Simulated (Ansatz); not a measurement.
Ga₆S₁₀⁻. The state is a doublet with charge -1. Geometry PBE-D4/def2-SVP.

```xyz
16

Ga   -1.6469    1.2238   -2.7765
Ga   -0.1074   -1.4111    0.3812
Ga    0.9369    1.3258   -1.0518
Ga   -0.3942   -2.9021    4.0315
Ga    0.1800    4.3084   -2.0431
Ga    1.7350   -0.1629    2.9763
S     0.3058   -0.2494   -2.8111
S    -1.2268    2.0969   -0.7127
S     2.1617    2.9218   -1.9567
S    -1.7037   -0.2883    1.6132
S     0.4207   -3.3667    1.6158
S     1.8276   -0.1777    0.4921
S    -0.7094   -0.3451    3.4484
S    -0.7839   -1.7850   -1.7707
S    -2.9782    1.4801   -4.3588
S     1.9827   -2.6686    2.9231
```

Single mean-field runs in def2-TZVP are fitted with def2-universal-jkfit. At PBE-D4/def2-SVP, revPBE-D4/def2-TZVP, r2SCAN-D4/def2-TZVP the gap within one spin of the charge -1 doublet nearly closes, so an electron or hole may be smeared out by delocalisation error. Another isomer (doublet) lies 3.50 eV lower at PBE0-D4/def2-TZVP; other spin states weren't run for this one.

(1) Estimate the α-spin orbital energies around the gap (eV) in Ansatz with PBE-D4/def2-SVP, revPBE-D4/def2-TZVP, r2SCAN-D4/def2-TZVP, PBE0-D4/def2-SVP, PBE0-D4/def2-TZVP.

Results:

(1) 
```
orbital  PBE-D4/def2-SVP  revPBE-D4/def2-TZVP  r2SCAN-D4/def2-TZVP  PBE0-D4/def2-SVP  PBE0-D4/def2-TZVP
HOMO−13            -4.50                -4.48                -4.89             -5.70              -5.69
HOMO−12            -4.26                -4.24                -4.67             -5.54              -5.51
HOMO−11            -4.14                -4.14                -4.55             -5.38              -5.39
HOMO−10            -4.09                -4.07                -4.48             -5.30              -5.29
 HOMO−9            -3.85                -3.82                -4.18             -4.94              -4.94
 HOMO−8            -3.57                -3.57                -3.95             -4.72              -4.73
 HOMO−7            -3.48                -3.49                -3.90             -4.64              -4.67
 HOMO−6            -3.26                -3.26                -3.68             -4.47              -4.47
 HOMO−5            -3.18                -3.20                -3.59             -4.31              -4.36
 HOMO−4            -3.03                -3.05                -3.42             -4.18              -4.22
 HOMO−3            -2.64                -2.64                -3.02             -3.76              -3.76
 HOMO−2            -2.47                -2.47                -2.81             -3.39              -3.42
 HOMO−1            -2.38                -2.37                -2.60             -3.11              -3.23
   HOMO            -2.18                -2.14                -2.31             -2.85              -2.99
   LUMO            -0.54                -0.54                -0.66              0.07               0.05
 LUMO+1            -0.05                -0.08                -0.18              0.54               0.49
 LUMO+2             0.00                 0.01                -0.05              0.76               0.73
 LUMO+3             0.47                 0.45                 0.44              1.15               1.02
 LUMO+4             0.54                 0.50                 0.48              1.22               1.14
 LUMO+5             0.94                 0.91                 0.90              1.56               1.45
 β HOMO            -2.07                -2.06                -2.27             -2.85              -2.99
 β LUMO            -2.08                -2.06                -2.25             -1.85              -1.83
```
